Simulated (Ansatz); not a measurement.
Gas-phase electronic energies from Ansatz, PBE0-D4/def2-TZVP geometries. CBS: MP2 limit from def2 TZ/QZ plus the TZ coupled-cluster correction, frozen cores. This one scheme is used for every species. DFT in def2-TZVPP. B3LYP here is the variant with VWN-RPA as its local correlation; programs differ in this. One conformer a species, not always the lowest.

`N[SiH](N)Cl` + `N[SiH](O)O` → `N[Si@H](Cl)O[Si@@H](N)O` + NH₃  (ligand exchange at the Si–N bond)

Question: Is it downhill or uphill in electronic energy at CCSD(T)/CBS, and by how much? (An estimate is asked.)

Answer: Ansatz gave: Downhill: ΔE = -61.9 kJ/mol.

Question: What do these levels give: r2SCAN-D4, B3LYP-D4, ωB97X-V, PBE, PBE0, B3LYP, MP2/def2-TZVPP, SCS-MP2/def2-TZVPP, CCSD/def2-TZVPP, CCSD(T)/def2-TZVPP, SCS-MP2/def2-QZVPP, HF/CBS(def2)? (Best estimate.)

Answer: Ansatz gave: r2SCAN-D4 -60.6, B3LYP-D4 -65.2, ωB97X-V -60.5, PBE -48.6, PBE0 -52.1, B3LYP -55.6, MP2/def2-TZVPP -60.8, SCS-MP2/def2-TZVPP -61.6, CCSD/def2-TZVPP -62.0, CCSD(T)/def2-TZVPP -61.7, SCS-MP2/def2-QZVPP -62.1, HF/CBS(def2) -67.2 kJ/mol.

Largest T1 diagnostic among the species: 0.011.

The D4 term adds −9.6 kJ/mol with B3LYP and −6.1 kJ/mol with PBE0; it sums over pairs of atoms, weighted by their polarisabilities, and B3LYP, whose exchange is more repulsive, gets the larger term. In def2-TZVPP, CCSD(T) changes the Hartree–Fock value by +3.8 kJ/mol (the triples alone add +0.3 kJ/mol) and MP2 by +4.8 kJ/mol. From PBE to PBE0 (25 % exact exchange), in def2-TZVPP and without D4, ΔE moves by −3.5 kJ/mol.
